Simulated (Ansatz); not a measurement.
Two members of one family (Series CrX3), computed with Ansatz in the gas phase. The two geometries come from different levels. HOMO and LUMO are taken over both spins. Binding counts from free atoms in the multiplicity of their measured ground term, without zero-point energy. The spins of the ions were chosen, not always searched. A dash marks a value that wasn't run or was left out as unsound. The structures are stationary points that may keep the symmetry of their start. Remarks come from the PBE and PBE0 runs and from stability tests at other levels; not every state was tested. HOMO above LUMO (over both spins in singlets and doublets, within one spin in higher multiplets; at PBE or PBE0), or a gap under 0.15 eV within one spin, warns that the state may not be the lowest or that an electron is smeared out.

First: CrCl3 (quartet, charge 0, B3LYP-D4/def2-SVP geometry; oxidised ion triplet).

```xyz
4

Cr   -0.0380    0.0450    0.0275
Cl   -1.1744    0.0496   -1.7876
Cl    1.6942    1.2907    0.2029
Cl   -0.4817   -1.3853    1.5572
```

```
              level  HOMO (eV)  LUMO (eV)  gap (eV)  vertical IE (eV)  binding per atom (eV)
   PBE-D4/def2-TZVP      -6.48      -5.51      0.96              9.63                   2.87
r2SCAN-D4/def2-TZVP      -7.08      -5.76      1.31             10.03                   2.73
   PBE0-D4/def2-SVP      -8.67      -4.97      3.69                 –                   2.54
  PBE0-D4/def2-TZVP      -8.73      -4.88      3.86                 –                   2.60
 PBE0-D4/def2-TZVPD      -8.76      -4.91      3.85                 –                   2.60
```

Metal–donor distances: 3 × Cl 2.14 Å. Remarks: spin-contaminated (⟨S²⟩ up to 1.76) (doublet), gap within one spin near zero at PBE or PBE0 (+1 triplet), spin-contaminated (⟨S²⟩ up to 2.33) (+1 triplet).

Second: CrF3 (quartet, charge 0, r2SCAN-D4/def2-TZVP geometry; oxidised ion triplet).

```xyz
4

Cr   -0.001    0.006    0.008
F    -1.707   -0.116   -0.220
F     0.833   -1.191    0.929
F     0.876    1.302   -0.717
```

Estimate the same table for the second.


```tsv
level	HOMO (eV)	LUMO (eV)	gap (eV)	vertical IE (eV)	binding per atom (eV)
PBE-D4/def2-TZVP	-6.48	-4.87	1.61	10.82	3.92
r2SCAN-D4/def2-TZVP	-7.17	-5.08	2.10	11.15	3.68
PBE0-D4/def2-SVP	-9.21	-3.88	5.33	–	3.48
PBE0-D4/def2-TZVP	-9.26	-3.84	5.42	11.81	3.51
PBE0-D4/def2-TZVPD	-9.23	-3.82	5.42	–	3.53
```

Metal–donor distances: 3 × F 1.73 Å. Remarks: spin-contaminated (⟨S²⟩ up to 1.75) (doublet).
